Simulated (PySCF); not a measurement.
**Excitation energy of I by level of theory**

I [Kr] 4d10 5s2 5p5 (2P) → I [Kr] 4d10 5s1 5p5 6s1 (4P), as a difference of total energies. Calculation: PySCF 2.14, in aug-cc-pwCVTZ-DK3 (10s9p7d4f1g, 109 functions); scalar relativity by spin-free X2C-1e. Correlated levels: valence: [Kr] 4d10 frozen; valence and next inner shell: [Ar] 3d10 frozen. The calculations carry no spin-orbit coupling.

```json
{"method": "UHF", "excitation energy (eV)": "18.507"}
{"method": "LDA", "excitation energy (eV)": "17.982"}
{"method": "PBE", "excitation energy (eV)": "17.745"}
{"method": "PBE0", "excitation energy (eV)": "18.162"}
{"method": "r2SCAN", "excitation energy (eV)": "18.092"}
{"method": "CAM-B3LYP", "excitation energy (eV)": "18.521"}
{"method": "M06-2X", "excitation energy (eV)": "17.828"}
{"method": "wB97M-V", "excitation energy (eV)": "18.429"}
{"method": "MP2 (valence)", "excitation energy (eV)": "17.314"}
{"method": "SCS-MP2 (valence)", "excitation energy (eV)": "17.181"}
{"method": "MP2 (valence and next inner shell)", "excitation energy (eV)": "17.304"}
{"method": "SCS-MP2 (valence and next inner shell)", "excitation energy (eV)": "17.141"}
```

Problem. How much does correlation contribute at MP2 (valence and next inner shell)?

Solution. 17.304 − (18.507) = -1.203 eV, measured against UHF.

A first-order spin-orbit estimate (lowest level to lowest level, LS coupling) adds -0.050 eV.

The upper state lies above the first ionisation limit, where it may autoionise and the basis confines it. A Rydberg-like electron needs more diffuse functions than a valence basis has.

The promoted electron is Rydberg-like, and one or two diffuse shells describe it only roughly, which tends to raise the upper state.
